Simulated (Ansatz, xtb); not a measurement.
# F2H6Si3: 4 structures ranked

4 gas-phase structures of F2H6Si3, from a drawn sample of its isomers (lower ones may exist). Each was relaxed with GFN2-xTB; where two conformers were screened, the lower at r2SCAN-D4/def2-SVP is listed:

A. `F[Si](F)([SiH3])[SiH3]`, a singlet
B. `F[SiH](F)[SiH2][SiH3]`, a singlet
C. `F[SiH2][SiH2][SiH2]F`, a singlet
D. `F[SiH2][Si@@H](F)[SiH3]`, a singlet

**Question.** Make a reasoned guess at their ranking by r2SCAN-D4/def2-SVP single-point energy.

**Answer.** Calculated order at r2SCAN-D4/def2-SVP: B (0.0), A (3.9), C (8.7), D (11.7) kcal/mol.

Energies above the lowest of each column, in kcal/mol; the last columns are at B3LYP/def2-SVP geometries:

```
structure  GFN2-xTB  HF/STO-3G  r2SCAN-D4/def2-SVP  B3LYP/def2-SVP  CCSD(T)/def2-SVP + ΔMP2/def2-TZVPP
        B       1.0        0.0                 0.0             0.0                                 0.0
        A       2.2        0.5                 3.9             3.0                                 4.3
        C       0.0        4.3                 8.7             7.0                                 7.8
        D       0.4        5.8                11.7             9.2                                10.3
```

CCSD(T)/def2-SVP + ΔMP2/def2-TZVPP puts B lowest; GFN2-xTB picks C. Flexible structures stand in one conformer each, not always the lowest. ΔMP2 is the change of the MP2 energy from the smaller to the larger basis.

Over these structures GFN2-xTB departs from r2SCAN-D4/def2-SVP by 4.8 kcal/mol on average once a common shift is removed. A GFN2-xTB relaxation took about 0.44 s and the r2SCAN-D4/def2-SVP energy about 6.5 s on a shared host (Ansatz 0.2.0, xtb 6.7.1).
